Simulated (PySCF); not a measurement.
## MoNCl3: computed shieldings and shifts

MoNCl3, Cl3MoN, point group C3v.

Geometry:
| atom | x (Å) | y (Å) | z (Å) |
| --- | --- | --- | --- |
| Mo1 | 0.007 | -0.002 | 0.031 |
| N2 | 0.232 | -0.033 | 1.626 |
| Cl3 | 2.075 | 0.026 | -0.860 |
| Cl4 | -1.159 | 1.881 | -0.363 |
| Cl5 | -1.154 | -1.871 | -0.434 |

GIAO calculations in PySCF 2.14 on the PBE0-D3(BJ)/def2-SVP structure: isolated species, scalar relativity only through the core potential, equivalent atoms averaged; basis pcSseg-1 (def2-TZVP on Mo).

**Question.** Give the isotropic shieldings (ppm) with KT2, PBE0.

**Answer.** 
| atoms | environment | KT2 | PBE0 |
| --- | --- | --- | --- |
| Cl3/Cl4/Cl5 | chlorine bonded to Mo | 254 | 278 |
| N2 | nitrogen bonded to Mo | -600.7 | -761.8 |
| HOMO–LUMO gap (eV) | – | 3.10 | 5.22 |

**Question.** And the chemical shifts, against references computed in the same way?

**Answer.** 
| atoms | nucleus, reference | KT2 | PBE0 |
| --- | --- | --- | --- |
| Cl3/Cl4/Cl5 | 35Cl, HCl | 689 | 665 |
| N2 | 15N, NH3 | 865.0 | 1027.5 |

**Question.** Which part of the shielding of Cl3/Cl4/Cl5 depends on the functional?

**Answer.** Diamagnetic: KT2 1150, PBE0 1148 ppm; paramagnetic: KT2 -896, PBE0 -870 ppm. The diamagnetic part, set mainly by inner electrons, hardly moves; the paramagnetic part goes with low-lying magnetically allowed excitations and carries the spread.

Mo is described by an effective core potential, so it has no shielding of its own here; spin–orbit effects on the atoms bonded to it, which can be large, are absent, and the values of these neighbours are rough. Experimental scales use liquid or dissolved standards, which lie at an offset from isolated NH3 (liquid NH3: subtract about 20 ppm). Unscaled 15N shifts of sp2 nitrogen come out 20 to 40 ppm too high even then.
